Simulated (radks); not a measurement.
K4+, 15 electrons, occupied as [Ne] 3s1.75 3p3 4f0.25 (fractional occupations, a model configuration). Calculated with a radial shooting solver on a logarithmic mesh with Libxc functionals: Dirac Kohn-Sham, BLYP, spin-unpolarised, spherical densities, point nucleus; open shells are shared between the two j in proportion to 2j + 1.

Normalised radial functions P(r) = r R(r) (large component), r in bohr:

r	2p1/2	4f5/2
0.003946	0.0040	0.0000
0.004521	0.0051	0.0000
0.005138	0.0065	0.0000
0.005886	0.0083	0.0000
0.00669	0.0105	0.0000
0.007665	0.0134	0.0000
0.008781	0.0172	0.0000
0.009981	0.0217	0.0000
0.01143	0.0279	0.0000
0.0131	0.0357	0.0000
0.01489	0.0450	0.0000
0.01706	0.0574	0.0000
0.01954	0.0731	0.0000
0.02221	0.0916	0.0000
0.02545	0.1160	0.0000
0.02892	0.1444	0.0000
0.03314	0.1815	0.0000
0.03796	0.2271	0.0000
0.04315	0.2788	0.0000
0.04943	0.3445	0.0000
0.05664	0.4225	0.0000
0.06437	0.5081	0.0000
0.07375	0.6123	0.0000
0.08449	0.7298	0.0001
0.09603	0.8513	0.0001
0.11	0.9893	0.0002
0.125	1.1236	0.0002
0.1433	1.2650	0.0004
0.1641	1.3971	0.0006
0.1865	1.5042	0.0010
0.2137	1.5895	0.0015
0.2448	1.6352	0.0024
0.2783	1.6344	0.0036
0.3188	1.5820	0.0055
0.3624	1.4837	0.0082
0.4151	1.3324	0.0124
0.4756	1.1435	0.0184
0.5406	0.9455	0.0264
0.6193	0.7312	0.0384
0.7096	0.5309	0.0549
0.8064	0.3682	0.0759
0.9239	0.2312	0.1053
1.059	0.1326	0.1432
1.203	0.0715	0.1872
1.378	0.0331	0.2430
1.567	0.0142	0.3033
1.795	0.0050	0.3733
2.056	0.0015	0.4446
2.337	0.0004	0.5063
2.677	0.0001	0.5553
3.068	0.0000	0.5754
3.486	0.0000	0.5619
3.994	0.0000	0.5122
4.576	0.0000	0.4307
5.201	0.0000	0.3356
5.959	0.0000	0.2314
6.773	0.0000	0.1453
7.759	0.0000	0.0771
8.89	0.0000	0.0347
10.1	0.0000	0.0138
11.58	0.0000	0.0042

2p1/2: eigenvalue -349.59 eV, 0 radial nodes, <r> = 0.347 bohr, 90 % of the charge inside 0.574 bohr. 4f5/2: eigenvalue -17.406 eV, 0 radial nodes, <r> = 3.56 bohr, 90 % of the charge inside 5.25 bohr.
